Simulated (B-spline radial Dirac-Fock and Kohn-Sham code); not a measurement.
# Two-hole binding energies of Co⁷⁺

System: the Co⁷⁺ ion, [Ar] 3d2.

Model: ΔSCF Dirac-Fock with Breit, self-energy and vacuum polarisation, finite nucleus, configuration average. Program: a B-spline atomic structure program. U is the two-hole binding energy less the two single-hole energies, the effective repulsion of the holes after relaxation. Each two-hole energy is an average over J within one jj subconfiguration.

| holes | E(a) (eV) | E(b) (eV) | E(ab) (eV) | U (eV) |
| --- | --- | --- | --- | --- |
| 1s⁻² | 7884.8 | 7884.8 | 16169.2 | 399.6 |
| 1s⁻¹ 2p3/2⁻¹ | 7884.8 | 959.7 | 8957.5 | 113.0 |
| 1s⁻¹ 3p1/2⁻¹ | 7884.8 | 217.4 | 8142.5 | 40.3 |
| 1s⁻¹ 3p3/2⁻¹ | 7884.8 | 215.2 | 8139.8 | 39.8 |
| 2s⁻¹ 2p1/2⁻¹ | 1108.6 | 974.2 | 2153.7 | 70.9 |
| 2s⁻¹ 2p3/2⁻¹ | 1108.6 | 959.7 | 2138.8 | 70.5 |
| 2p1/2⁻² | 974.2 | 974.2 | 2037.0 | 88.6 |
| 2p1/2⁻¹ 2p3/2⁻¹ | 974.2 | 959.7 | 2016.5 | 82.6 |
| 2s⁻¹ 3p1/2⁻¹ | 1108.6 | 217.4 | 1362.4 | 36.4 |
| 2s⁻¹ 3p3/2⁻¹ | 1108.6 | 215.2 | 1360.0 | 36.2 |
| 2p1/2⁻¹ 3s⁻¹ | 974.2 | 262.2 | 1273.2 | 36.9 |
| 2p3/2⁻¹ 3p1/2⁻¹ | 959.7 | 217.4 | 1214.3 | 37.2 |
| 3p1/2⁻² | 217.4 | 217.4 | 465.3 | 30.5 |
| 3p1/2⁻¹ 3p3/2⁻¹ | 217.4 | 215.2 | ? | ? |

Q: Give the missing two-hole energy and U.

A: E(ab) = 461.3 eV and U = 28.7 eV.

Run: 14 s of CPU time on 1 thread of Neoverse-V2 (shared host), peak memory 0.36 GiB.

Values without a named source are computed, but for edge energies of neutral atoms, which are taken from tables.
